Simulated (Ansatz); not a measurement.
Reaction R1 → P1 + P2, each structure at its B3LYP-D3(BJ)/def2-TZVP stationary point, reached from a drawn start (curvature not checked).
R1: SiF4 (SMILES F[Si](F)(F)F), charge 0, multiplicity 1.
P1: F3Si (SMILES F[Si](F)F), charge 0, multiplicity 2.
P2: F atom, charge 0, multiplicity 2.

P less R. No zero-point or thermal terms; singlets are restricted closed shells; open shells are unrestricted; no spin–orbit coupling.

Frozen-core correlation throughout.

The values were computed with Ansatz (a first-principles code) with Gaussian orbitals. All values are computed, each at the level named.

The comparison value is 166.89 kcal/mol (CCSD(T)/cc-pV(Q+d)Z). It is a level with limits of its own, not the exact answer.

Problem. Order these levels by how close they come to the comparison value for the reaction energy, closest first: wB97M-V/def2-TZVPP, CCSD(T)/cc-pV(T+d)Z, SVWN5/def2-TZVPP, B97M-V/def2-TZVPP. Give each level's value less the comparison value.

Solution. wB97M-V/def2-TZVPP (-0.85 kcal/mol), B97M-V/def2-TZVPP (-1.34 kcal/mol), CCSD(T)/cc-pV(T+d)Z (-3.06 kcal/mol), SVWN5/def2-TZVPP (16.89 kcal/mol)
